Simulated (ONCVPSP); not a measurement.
**Before and after: ONCV potential for Ge (Z = 32)**

```
Element                 : germanium (Ge)
Generator               : ONCVPSP 4.0.1
Type                    : optimised norm-conserving Vanderbilt (ONCV)
Functional              : LDA (Perdew-Wang 92)
Relativity              : scalar-relativistic
Frozen core             : [Ar] 3d10
Valence charge          : 4
Reference configuration : 4s2 4p1 (charge +1)
Partial waves           : 4s: rc 1.40 bohr, ncon 4, nbas 8, qcut 4.2 1/bohr, 2 projectors, debl 0.4 Ha; 4p: rc 2.15 bohr, ncon 3, nbas 6, qcut 3.8 1/bohr, 2 projectors, debl 3.1 Ha
Local potential         : polynomial inside 1.15 bohr (lpopt 1, dvloc0 0 Ha)
Core correction         : none
```

In the s channel the program set the typed energies aside and used -0.740, 0.250 Ha.

Change: core correction Teter function, fcfact 3.75, rcfact 1.3.

Cutoffs: the cutoffs (Ha) at which the residual kinetic energy of the hardest occupied pseudo-wave falls to 1 and 0.1 mHa per electron; they do not see the model core or the augmentation charge, which bear on the density cutoff. Errors are all-electron minus pseudo energies relative to the spin-unpolarised reference configuration.

What does the change do?

The potential gets neither clearly harder nor softer (10 Ha and 81 Ha → 10 Ha and 81 Ha); both files keep a bound ghost (s); of the 4 tests that both files solve, the error grows in 0 and shrinks in 3 by more than 15 % and 0.3 meV (median size 14.5 → 6.0 meV). Exchange and correlation are not linear in the density, so unscreening with the valence charge alone errs where core and valence overlap; a model core restores that term. A model core, the more so a compact one, raises the density cutoff, which this test does not measure.

```csv
quantity,base,changed
"cutoff, loose",10 Ha,10 Ha
"cutoff, tight",81 Ha,81 Ha
bound ghosts,s,s
GHOST(+) flags under 300 eV,p at 157.4 eV,p at 157.4 eV
"error for 4s2 4p2, meV [ΔE -7.63 eV]",+4.7,-0.7
"error for 4s2 4p0, meV [ΔE 15.71 eV]",+12,-11
"error for 4s1 4p0, meV [ΔE 50.92 eV]",+209,-76
"error for 4s1 4p2, meV [ΔE 8.78 eV]",+16,+1.4
s: phases at 1.42 bohr within 0.05 rad from the reference energy up to (Ha; the scan ends near 5),to the end of the scan,to the end of the scan
p: phases at 2.18 bohr within 0.05 rad from the reference energy up to (Ha; the scan ends near 5),5.0,5.0
```

 A true bound ghost makes a file unfit for plane-wave use even where its test errors are small: the radial tests pick states by their node count and pass the ghost by.
